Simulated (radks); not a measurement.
Values are calculated unless marked as measured or tabulated.
Problem. The mean radii <r> (bohr) of the occupied orbitals of an atom or ion are listed with their occupations. Code: a radial shooting solver on a logarithmic mesh with Libxc functionals. Model: Dirac Kohn-Sham, relativistic LDA (MacDonald-Vosko exchange, VWN5 correlation), spin-unpolarised, spherical densities, finite nucleus; Fermi nuclear charge, rms radius of each element as measured or else 0.836 A^(1/3) + 0.57 fm.

orbital  occ.      <r>
1s1/2       2  0.03619
2s1/2       2   0.1552
2p1/2       2   0.1320
2p3/2       4   0.1362
3s1/2       1   0.3767

Name the element and its charge. Open shells, if any, fill j = l - 1/2 first.

Solution. Z = 41, niobium, charge +30: Nb30+ in [Ne] 3s1. The 1s radius gives Z: for a bare nucleus <r> = (2 gamma + 1)/(2Z) with gamma = sqrt(1 - (Z/c)^2), 0.03547 bohr for Z = 41, and screening makes it slightly larger (0.03619 here). The occupations add up to 11, and the charge is Z minus that.
